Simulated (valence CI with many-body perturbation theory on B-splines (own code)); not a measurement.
Values are calculated unless marked as measured or tabulated.
Rh24+: input, log and results

Level of theory: valence CI with perturbative core correlation (CI+MBPT): three valence electrons over a frozen Dirac-Fock core [Ar], a basis of 7 s, 7 p, 8 d, 6 f, 4 g, 1 h functions for each j, with the one-electron correlation potential Σ1 (screened to all orders), the two-electron term Σ2, the three-electron term Σ3, Breit, model QED; selected single and double excitations, second order for the rest, scaled by the run's own slope (own B-spline code, finite nucleus).

Command, and the settings that its task file holds:

```sh
python run_cv.py task.json out
```

```
atom Rh  Z=45  mass_number=103  rms_radius_fm=4.4945
core [Ar]
valence 3d3
avg = 1
basis = M
beyond = 1
breit = 1
cap = 32000
capref = 2200
cscale = 1
de = 0.0
dress = 0
eps = 2e-08
extrap = 1
h = 0.27
hh = 1
l2 = 3
lcore = 6
maxit = 60
n2 = 5
natural = 1
nlev = 190
nno = [4, 4, 5, 4, 3, 1]
nroot = 40
nsp = [3, 3, 3, 2, 1, 0]
pt2 = 1
qed = 1
rpa = 1
s1 = 1
s2 = 1
s3 = 1
screen = 1
tol = 2e-05
whole = 1
```

Problem. Roughly how long does this run take on one core of Intel(R) Xeon(R) Processor @ 2.30GHz, and how much memory?

Solution. 21 s on 1 thread of Intel(R) Xeon(R) Processor @ 2.30GHz, with other jobs on the host, peak memory 0.4 GiB.

Log. The first blocks belong to the next ion, which gives the ionisation energy. Fields: 2J, parity (1 odd), roots, reference size, generating configurations, candidates as configurations/state functions, variational space P, stored matrix elements, Davidson steps; e2 is the range of second-order energies in hartree. The first line gives the box (bohr), its intervals, the orbitals and the steps of their self-consistent field. Window is the range of levels sought, series limit the energy at which the first omitted orbital would enter, core excitation an estimate of the first excitation out of the core, left out the lowest levels not solved, and shifts from estimates the range by which levels moved from their first estimate, all in cm⁻¹.

```
rmax 4.6 intervals 59 orbitals 59 references ['3d3', '3d2 4s', '3d2 4p'] scf 4 t 1.0
2J=4 par=0 roots 2 ref 48 generators 3 cand 559/559 P 607/607 nnz 0 it 0
2J=4 par=0 roots 2 ref 48 generators 4 cand 55/55 P 662/662 nnz 0 it 0
   second order: generators 6 cand 20/20 e2 -0.00000 -0.00000
2J=6 par=0 roots 2 ref 38 generators 2 cand 539/539 P 577/577 nnz 0 it 0
2J=6 par=0 roots 2 ref 38 generators 5 cand 23/23 P 600/600 nnz 0 it 0
   second order: generators 12 cand 47/47 e2 -0.00000 -0.00000
2J=8 par=0 roots 2 ref 30 generators 2 cand 470/470 P 500/500 nnz 0 it 0
2J=8 par=0 roots 2 ref 30 generators 3 cand 56/56 P 556/556 nnz 0 it 0
   second order: generators 5 cand 16/16 e2 -0.00000 -0.00000
reference levels 808, estimated 19, window 286876 1/cm; series limit 7617768, core excitation 1161240
2J=3 par=0 roots 5 ref 71 generators 4 cand 422/972 P 1399/3542 nnz 3.3e+06 it 4
2J=3 par=0 roots 5 ref 71 generators 4 cand 208/469 P 1607/4011 nnz 4.2e+06 it 4
   second order: generators 5 cand 912/2305 e2 -0.00001 -0.00000
2J=5 par=0 roots 5 ref 79 generators 3 cand 600/1638 P 1403/4185 nnz 4.7e+06 it 5
2J=5 par=0 roots 5 ref 79 generators 3 cand 236/641 P 1639/4826 nnz 6.1e+06 it 6
   second order: generators 5 cand 1743/4982 e2 -0.00001 -0.00000
2J=7 par=0 roots 3 ref 66 generators 2 cand 485/1325 P 1288/3887 nnz 4.2e+06 it 4
2J=7 par=0 roots 3 ref 66 generators 2 cand 246/739 P 1534/4626 nnz 5.8e+06 it 5
   second order: generators 3 cand 986/3093 e2 -0.00000 -0.00000
2J=9 par=0 roots 3 ref 49 generators 3 cand 332/864 P 1222/3387 nnz 3.2e+06 it 3
2J=9 par=0 roots 3 ref 49 generators 3 cand 202/564 P 1424/3951 nnz 4.3e+06 it 4
   second order: generators 3 cand 110/327 e2 -0.00000 -0.00000
2J=1 par=0 roots 2 ref 43 generators 2 cand 178/279 P 1222/1981 nnz 0 it 4
2J=1 par=0 roots 2 ref 43 generators 2 cand 155/251 P 1377/2232 nnz 0 it 4
   second order: generators 2 cand 107/135 e2 -0.00000 -0.00000
2J=11 par=0 roots 1 ref 25 generators 1 cand 142/408 P 924/2340 nnz 0 it 4
2J=11 par=0 roots 1 ref 25 generators 1 cand 201/513 P 1125/2853 nnz 2.3e+06 it 4
   second order: generators 1 cand 141/299 e2 -0.00000 -0.00000
left out: unestimated 3899775, estimated none, shifts from estimates -0 to 6
operators 1.7
```

The Davidson iterations converged.

No measured spectrum was set against this ion. As an estimate, terms of the open shell hold to 2 to 4 % of their energy, and close levels can change places. Only levels of the ground parity were solved; by the run's estimate the other parity begins above the list, which can be wrong where configurations are misplaced.

```
Valence energy                            : -140.4778 hartree
Ionisation energy                         : 1201.8 eV (NIST: 1202 ± 4 eV (theoretical))
Reference configurations for the orbitals : 3d3, 3d2 4s, 3d2 4p
Radial orbitals                           : 59
Box radius                                : 4.584 bohr
Largest variational space                 : 4826
Lowest levels                             : 3d3 4F_3/2 0.0, 3d3 4F_5/2 27146, 3d3 4F_7/2 49079, 3d3 4F_9/2 64060, 3d3 4P_3/2 70122, 3d3 4P_1/2 80485, 3d3 2G_7/2 104600, 3d3 2H_9/2 109220, 3d3 4P_5/2 114410, 3d3 2D_3/2 [a] 128650, 3d3 2P_1/2 137200, 3d3 2H_11/2 147630, 3d3 2D_5/2 [a] 158140, 3d3 2G_9/2 167330 cm⁻¹
```

Names give the largest LS component (configuration and term), which can be under half, so a name can repeat, a term be missing and a line seem to break the LS rules; names also repeat where a configuration has a term twice. Letters in brackets count levels of one name in rising energy.
